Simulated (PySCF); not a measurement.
Computed shifts of a molecule C2H7NSi3, HF/pcSseg-1 run with PySCF, GIAO, gas phase, equivalent atoms averaged, in ppm (number of nuclei): ¹³C: 116.6 (1), 81.8 (1). ²⁹Si: -23.7 (2), -64.1 (1). ¹⁵N: 12.2 (1). ¹H: 5.08 (4), 4.53 (1), 3.26 (1), 0.37 (1). References: ¹³C against TMS (σ = 192.6 ppm); ²⁹Si against TMS (σ = 393.8 ppm); ¹⁵N against NH3 (σ = 267.3 ppm); ¹H against TMS (σ = 31.99 ppm), references at their B3LYP-D3(BJ)/def2-TZVP geometries, non-relativistic. The structure is a stationary point at B3LYP-D3(BJ)/def2-SVP. One conformer was computed; it need not be the lowest.

Q: Which molecule gave these data?
A. N#CC1[SiH2][SiH2][SiH2]1
B. C#C[SiH]1[SiH2]N[SiH2]1
C. C#C[Si@H]1N[SiH2][SiH2]1

A: B, C#C[SiH]1[SiH2]N[SiH2]1
